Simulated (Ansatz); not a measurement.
C2H7AlBF, relaxed with RKS PBE-D4/def2-SVP in Ansatz from a rough embedded geometry. The force threshold is 0.03 eV/Å; the program also tests the step.

Charge 0, multiplicity 1. The bonds changed during the relaxation, so this is another structure than the one it started from.

Start:

```xyz
12

B    -0.737   -1.052   -2.004
Al    0.010    0.609   -1.185
C     0.846    0.501    0.608
C    -0.032   -0.003    1.740
F    -1.156    0.860    1.870
H    -1.258   -1.073   -3.103
H    -0.658   -2.128   -1.445
H    -0.062    1.996   -1.921
H     1.789   -0.149    0.524
H     1.239    1.544    0.891
H    -0.464   -1.003    1.374
H     0.482   -0.102    2.652
```

| step | energy (eV) | largest force (eV/Å) | largest move (Å) |
| --- | --- | --- | --- |
| 1 | -12158.9551 | 3.818 | 0.000 |
| 2 | -12159.3319 | 0.791 | 0.122 |
| 3 | -12159.4073 | 0.423 | 0.195 |
| 4 | -12159.4565 | 0.598 | 0.194 |
| 5 | -12159.5258 | 0.506 | 0.195 |
| 6 | -12159.6213 | 0.466 | 0.195 |
| 7 | -12159.7176 | 0.659 | 0.195 |
| 8 | -12159.7675 | 0.590 | 0.195 |
| 9 | -12159.7862 | 1.586 | 0.200 |
| 10 | -12159.8528 | 0.389 | 0.123 |
| 11 | -12159.8908 | 0.404 | 0.193 |
| 17 | -12160.8846 | 0.391 | 0.194 |
| 23 | -12160.9318 | 0.126 | 0.097 |
| 29 | -12161.0283 | 0.335 | 0.195 |
| 35 | -12161.2877 | 0.525 | 0.195 |
| 41 | -12161.9581 | 1.551 | 0.080 |
| 47 | -12162.0986 | 0.724 | 0.197 |
| 53 | -12162.2815 | 0.307 | 0.087 |
| 59 | -12162.3117 | 0.260 | 0.194 |
| 65 (rejected) | -12162.3362 | 0.266 | 0.124 |
| 71 | -12162.3574 | 0.137 | 0.114 |
| 77 | -12162.3704 | 0.098 | 0.050 |
| 83 | -12162.3820 | 0.127 | 0.147 |
| 89 | -12162.4034 | 0.702 | 0.143 |
| 95 | -12162.5088 | 0.120 | 0.043 |
| 97 | -12162.5115 | 0.017 | 0.005 |

End:

```xyz
12

B     0.577   -0.112   -1.397
Al   -1.399    0.768    0.405
C     0.854   -0.743   -0.014
C     0.265    0.040    1.179
F    -1.707    2.429    0.414
H    -0.396    0.660   -1.503
H     1.162   -0.344   -2.437
H    -2.588   -0.167   -0.116
H     0.255   -1.688   -0.194
H     1.887   -1.135    0.120
H     0.147   -0.585    2.089
H     0.943    0.876    1.454
```

Hardware: 4 threads of an Arm Neoverse V2 on a shared host. Wall time 100 s, peak host memory 0.16 GiB.
